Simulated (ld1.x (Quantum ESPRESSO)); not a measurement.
# iron, PAW: configuration errors across variants

```json
{"Element": "iron (Fe)", "Generator": "ld1.x (Quantum ESPRESSO) 7.5", "Type": "PAW", "Functional": "LDA (PZ)", "Relativity": "scalar-relativistic", "Frozen core": "[Ne]", "Valence charge": "16", "Reference configuration": "3s2 3p6 3d6.5 4s1.5 4p0", "Partial waves": "3s (bound): rcut 1.10, rcutus 1.25 bohr; 4s (bound): rcut 1.10, rcutus 1.25 bohr; 3p (bound): rcut 1.35, rcutus 1.65 bohr; 4p (bound, empty): rcut 1.35, rcutus 1.65 bohr; 3d (bound): rcut 1.10, rcutus 1.30 bohr; 3d channel at 0.35 Ry: rcut 1.10, rcutus 1.30 bohr", "Local potential": "all-electron potential smoothed inside 1.65 bohr (lloc = -1)", "Core correction": "Bessel-smoothed model core, default radius (core density twice the valence density)", "Augmentation charge": "PSQ, radius 1.20 bohr"}
```

All-electron excitation energies from the reference (eV): (1) 3s2 3p6 3d6 4s2 4p0 0.749; (2) 3s2 3p6 3d6 4s1 4p0 9.730; (3) 3s2 3p6 3d6 4s0 4p0 26.222.

3 further variants failed, have other tests or too few solved ones, and are left out.

Errors AE − PS in meV (a dash: test not solved or not reliable):

| change | (1) | (2) | (3) | bound ghosts |
| --- | --- | --- | --- | --- |
| base | +0.3 | -0.2 | -1.6 | none |
| waves 3d (bound): rcut 1.10, rcutus 1.32 bohr; 3d channel at 0.35 Ry: rcut 1.10, rcutus 1.32 bohr | +0.3 | -0.2 | -1.6 | none |
| waves 3d (bound): rcut 1.10, rcutus 1.48 bohr; 3d channel at 0.35 Ry: rcut 1.10, rcutus 1.48 bohr | +0.2 | -0.2 | -1.6 | none |
| waves 3d (bound): rcut 1.10, rcutus 1.60 bohr; 3d channel at 0.35 Ry: rcut 1.10, rcutus 1.60 bohr | – | – | – | none |
| waves 3d (bound): rcut 1.10, rcutus 1.76 bohr; 3d channel at 0.35 Ry: rcut 1.10, rcutus 1.76 bohr | – | – | – | none |

(1) Give the same row for: waves 3d (bound): rcut 1.10, rcutus 1.94 bohr; 3d channel at 0.35 Ry: rcut 1.10, rcutus 1.94 bohr.

Results:

(1) –, –, –; bound ghosts: none.
